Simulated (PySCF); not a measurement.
Mapped SMILES: `[CH2:1]=[CH:2][GeH2:3][O:4][SiH2:5][CH3:6]`; H(Xn) means a hydrogen on atom n. Ha(C1) is cis to Ge3; Hb(C1) is trans to Ge3.

Geometry: PBE0-D3(BJ)/def2-SVP; GIAO absolute shieldings from PySCF 2.14.0 with density-fitted response routines, gas phase, non-relativistic, averaged over equivalent atoms.

At PBE0/pcSseg-1 (183 basis functions, 28 s wall time on 1 thread of an x86-64 server CPU, shared host):
```json
{"atoms": "C2", "σ (ppm)": "38.5"}
{"atoms": "C1", "σ (ppm)": "39.7"}
{"atoms": "C6", "σ (ppm)": "183.1"}
{"atoms": "Ge3", "σ (ppm)": "1353.7"}
{"atoms": "O4", "σ (ppm)": "307.3"}
{"atoms": "Si5", "σ (ppm)": "363.9"}
{"atoms": "H(C2)", "σ (ppm)": "24.54"}
{"atoms": "Hb(C1)", "σ (ppm)": "24.81"}
{"atoms": "Ha(C1)", "σ (ppm)": "25.02"}
{"atoms": "H(Ge3)", "σ (ppm)": "26.05"}
{"atoms": "H(Si5)", "σ (ppm)": "26.25"}
{"atoms": "H(C6)", "σ (ppm)": "31.04"}
```

Estimate the result of repeating the calculation with mPW1PW91/pcSseg-1.

## Answers


| atoms | σ at mPW1PW91/pcSseg-1 | change |
| --- | --- | --- |
| C2 | 37.8 | -0.7 |
| C1 | 39.0 | -0.7 |
| C6 | 182.2 | -0.9 |
| Ge3 | 1348.6 | -5.1 |
| O4 | 306.9 | -0.4 |
| Si5 | 363.0 | -0.9 |
| H(C2) | 24.62 | +0.08 |
| Hb(C1) | 24.88 | +0.07 |
| Ha(C1) | 25.09 | +0.07 |
| H(Ge3) | 26.12 | +0.07 |
| H(Si5) | 26.35 | +0.10 |
| H(C6) | 31.10 | +0.06 |

The largest change is at Ge3 (germanium bonded to C, O, 2 H). Cost: 183 basis functions, 25 s wall time on 1 thread of an x86-64 server CPU, shared host. The order of the carbon signals is the same at both levels.

Relativistic effects, spin–orbit coupling among them, are left out; they matter for Ge and for the light atoms bonded to it.
